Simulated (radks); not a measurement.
Yb, configuration [Xe] 4f13 6s2 6p1 (not the ground configuration). Method: Dirac Kohn-Sham, PBE, spin-unpolarised, spherical densities, point nucleus; open shells are shared between the two j in proportion to 2j + 1; computed with a radial shooting solver on a logarithmic mesh with Libxc functionals.

Radial electron density D(r) = 4 pi r^2 rho(r):

r (bohr),D(r) (e/bohr)
0.0007172,3.617
0.0009876,6.036
0.00136,9.927
0.001873,16.01
0.002559,24.85
0.003524,37.62
0.004853,54.14
0.006683,72.75
0.009203,89.23
0.01267,97.55
0.01745,94.50
0.02404,86.99
0.03284,91.34
0.04522,113.2
0.06227,126.1
0.08576,108.0
0.1181,97.75
0.1626,113.9
0.224,90.04
0.3084,54.96
0.4214,63.96
0.5803,52.94
0.7991,26.07
1.101,14.67
1.516,7.464
2.087,2.464
2.874,1.162
3.958,0.8007
5.407,0.3421
7.447,0.07911
10.26,0.01003
14.12,0.0005213

D(r) has 4 maxima, at r = 0.0135, 0.0603, 0.168, 0.456 bohr, and minima at 0.0262, 0.110, 0.324 bohr, inside which lie 2.02, 11.15, 29.77 electrons.
